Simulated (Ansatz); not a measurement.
Ansatz (an electronic-structure program) input (HF/3-21G): The .json file is the Basis Set Exchange's 3-21G.

Ansatz 0.2 input:
```yaml
crystal:
  periodic: [false, false, false]
  atoms:
    - {symbol: O, position_ang: [-0.00000000, -0.00000000, -1.27951968]}
    - {symbol: B, position_ang: [0.00000000, 0.00000000, 0.00000000]}
    - {symbol: O, position_ang: [0.00000000, 0.00000000, 1.27951968]}
basis:
  gaussian:
    orbitals: 3-21G.json
hamiltonian:
  xc: {name: HF}
magnetization: {spin_polarized: true, initial_magnetization: 1}
phonons: {temperatures: {t_min: 298.15, t_max: 298.15, t_step: 100}}
```

Output:

```
Functional definition: HF
integrals: 0.00 GiB planned
319 factors; integrals over basis functions are off by at most 8.4e-5 eV
mean field: 0.06 GiB planned
mean field evaluation 1: about -4717.3936 eV, gradient 2.0e1 eV
mean field evaluation 2: about -4717.5134 eV, gradient 2.1e1 eV
mean field evaluation 4: about -4720.2148 eV, gradient 3.1e0 eV
mean field evaluation 8: about -4720.4592 eV, gradient 1.8e-1 eV
mean field evaluation 16: about -4719.6814 eV, gradient 5.9e0 eV
mean field -4720.45984731 eV, -173.4736997459 hartree, gradient 4.9e-5 eV, S^2 0.959867; 0 other end points of the search recorded, 0 dependent functions left out
the calculation of the forces begins
reference -4720.45984731 eV, -173.4736997459 hartree; 11, 10 occupied and 16, 17 virtual orbitals, 319 factors
these checks for a lower state are left out or cut short: stability, starts, cluster_reference, orbital_swaps, neighbouring_geometries, increment
integrals: 0.00 GiB planned
319 factors; integrals over basis functions are off by at most 8.4e-5 eV
mean field: 0.06 GiB planned
mean field evaluation 32: about -4720.4598 eV, gradient 1.1e-6 eV
mean field -4720.45984379 eV, -173.4736996168 hartree, gradient 1.8e-6 eV, S^2 0.959870; 0 other end points of the search recorded, 0 dependent functions left out
the calculation of the forces begins
reference -4720.45984379 eV, -173.4736996168 hartree; 11, 10 occupied and 16, 17 virtual orbitals, 319 factors
these checks for a lower state are left out or cut short: stability, starts, cluster_reference, orbital_swaps, neighbouring_geometries, increment
integrals: 0.00 GiB planned
319 factors; integrals over basis functions are off by at most 8.4e-5 eV
mean field: 0.06 GiB planned
mean field -4720.45984379 eV, -173.4736996168 hartree, gradient 1.8e-6 eV, S^2 0.959870; 0 other end points of the search recorded, 0 dependent functions left out
the calculation of the forces begins
reference -4720.45984379 eV, -173.4736996168 hartree; 11, 10 occupied and 16, 17 virtual orbitals, 319 factors
these checks for a lower state are left out or cut short: stability, starts, cluster_reference, orbital_swaps, neighbouring_geometries, increment
integrals: 0.00 GiB planned
319 factors; integrals over basis functions are off by at most 8.4e-5 eV
mean field: 0.06 GiB planned
mean field -4720.45984232 eV, -173.4736995628 hartree, gradient 1.8e-6 eV, S^2 0.959869; 0 other end points of the search recorded, 0 dependent functions left out
the calculation of the forces begins
reference -4720.45984232 eV, -173.4736995628 hartree; 11, 10 occupied and 16, 17 virtual orbitals, 319 factors
these checks for a lower state are left out or cut short: stability, starts, cluster_reference, orbital_swaps, neighbouring_geometries, increment
integrals: 0.00 GiB planned
319 factors; integrals over basis functions are off by at most 8.4e-5 eV
mean field: 0.06 GiB planned
mean field evaluation 64: about -4720.4598 eV, gradient 4.0e-3 eV
mean field -4720.45984232 eV, -173.4736995628 hartree, gradient 1.8e-6 eV, S^2 0.959869; 0 other end points of the search recorded, 0 dependent functions left out
the calculation of the forces begins
reference -4720.45984232 eV, -173.4736995628 hartree; 11, 10 occupied and 16, 17 virtual orbitals, 319 factors
these checks for a lower state are left out or cut short: stability, starts, cluster_reference, orbital_swaps, neighbouring_geometries, increment
integrals: 0.00 GiB planned
319 factors; integrals over basis functions are off by at most 8.4e-5 eV
mean field: 0.06 GiB planned
mean field -4720.45976059 eV, -173.4736965593 hartree, gradient 2.0e-6 eV, S^2 0.958685; 0 other end points of the search recorded, 0 dependent functions left out
the calculation of the forces begins
reference -4720.45976059 eV, -173.4736965593 hartree; 11, 10 occupied and 16, 17 virtual orbitals, 319 factors
these checks for a lower state are left out or cut short: stability, starts, cluster_reference, orbital_swaps, neighbouring_geometries, increment
integrals: 0.00 GiB planned
319 factors; integrals over basis functions are off by at most 8.4e-5 eV
mean field: 0.06 GiB planned
mean field evaluation 96: about -4720.4598 eV, gradient 2.0e-6 eV
mean field -4720.45976178 eV, -173.4736966028 hartree, gradient 2.0e-6 eV, S^2 0.960912; 0 other end points of the search recorded, 0 dependent functions left out
the calculation of the forces begins
reference -4720.45976178 eV, -173.4736966028 hartree; 11, 10 occupied and 16, 17 virtual orbitals, 319 factors
these checks for a lower state are left out or cut short: stability, starts, cluster_reference, orbital_swaps, neighbouring_geometries, increment
integrals: 0.00 GiB planned
319 factors; integrals over basis functions are off by at most 8.4e-5 eV
mean field: 0.06 GiB planned
mean field -4720.45983326 eV, -173.4736992297 hartree, gradient 1.6e-6 eV, S^2 0.959874; 0 other end points of the search recorded, 0 dependent functions left out
the calculation of the forces begins
reference -4720.45983326 eV, -173.4736992297 hartree; 11, 10 occupied and 16, 17 virtual orbitals, 319 factors
these checks for a lower state are left out or cut short: stability, starts, cluster_reference, orbital_swaps, neighbouring_geometries, increment
integrals: 0.00 GiB planned
319 factors; integrals over basis functions are off by at most 8.4e-5 eV
mean field: 0.06 GiB planned
mean field -4720.45983326 eV, -173.4736992297 hartree, gradient 1.6e-6 eV, S^2 0.959874; 0 other end points of the search recorded, 0 dependent functions left out
the calculation of the forces begins
reference -4720.45983326 eV, -173.4736992297 hartree; 11, 10 occupied and 16, 17 virtual orbitals, 319 factors
these checks for a lower state are left out or cut short: stability, starts, cluster_reference, orbital_swaps, neighbouring_geometries, increment
integrals: 0.00 GiB planned
319 factors; integrals over basis functions are off by at most 8.4e-5 eV
mean field: 0.06 GiB planned
mean field evaluation 128: about -4720.4598 eV, gradient 1.1e-6 eV
mean field -4720.45982738 eV, -173.4736990135 hartree, gradient 1.8e-6 eV, S^2 0.959870; 0 other end points of the search recorded, 0 dependent functions left out
the calculation of the forces begins
reference -4720.45982738 eV, -173.4736990135 hartree; 11, 10 occupied and 16, 17 virtual orbitals, 319 factors
these checks for a lower state are left out or cut short: stability, starts, cluster_reference, orbital_swaps, neighbouring_geometries, increment
integrals: 0.00 GiB planned
319 factors; integrals over basis functions are off by at most 8.4e-5 eV
mean field: 0.06 GiB planned
mean field -4720.45982738 eV, -173.4736990135 hartree, gradient 1.8e-6 eV, S^2 0.959870; 0 other end points of the search recorded, 0 dependent functions left out
the calculation of the forces begins
reference -4720.45982738 eV, -173.4736990135 hartree; 11, 10 occupied and 16, 17 virtual orbitals, 319 factors
these checks for a lower state are left out or cut short: stability, starts, cluster_reference, orbital_swaps, neighbouring_geometries, increment
integrals: 0.00 GiB planned
319 factors; integrals over basis functions are off by at most 8.4e-5 eV
mean field: 0.06 GiB planned
mean field -4720.45991266 eV, -173.4737021475 hartree, gradient 2.4e-6 eV, S^2 0.959580; 0 other end points of the search recorded, 0 dependent functions left out
the calculation of the forces begins
reference -4720.45991266 eV, -173.4737021475 hartree; 11, 10 occupied and 16, 17 virtual orbitals, 319 factors
these checks for a lower state are left out or cut short: stability, starts, cluster_reference, orbital_swaps, neighbouring_geometries, increment
integrals: 0.00 GiB planned
319 factors; integrals over basis functions are off by at most 8.4e-5 eV
mean field: 0.06 GiB planned
mean field evaluation 160: about -4720.4598 eV, gradient 3.9e-3 eV
mean field -4720.45991266 eV, -173.4737021475 hartree, gradient 2.4e-6 eV, S^2 0.959580; 0 other end points of the search recorded, 0 dependent functions left out
the calculation of the forces begins
reference -4720.45991266 eV, -173.4737021475 hartree; 11, 10 occupied and 16, 17 virtual orbitals, 319 factors
WARN: phonons: modes at or below zero, which the zero-point energy, F, S and C_V leave out: 1, the lowest at -838.68 cm⁻¹ …
Total energy: -4720.45984731 eV, -173.4736997459 hartree
Atom 0 at    -0.000000    -0.000000    -1.279520 Å, force    -0.000000    -0.000000    -0.000074 eV/Å
Atom 1 at     0.000000     0.000000     0.000000 Å, force     0.000000     0.000000     0.000000 eV/Å
Atom 2 at     0.000000     0.000000     1.279520 Å, force    -0.000000     0.000000     0.000074 eV/Å
Dipole moment:    -0.000000    -0.000000     0.000000 e Å
Vibrations: -838.68 388.95 463.29 1055.77 cm⁻¹, zero-point energy 0.118281 eV
```

The blocks after the first are displaced geometries, from whose forces the wavenumbers follow.

The determinant is spin-contaminated: <S^2> is 0.96 against 0.75 for a pure state.
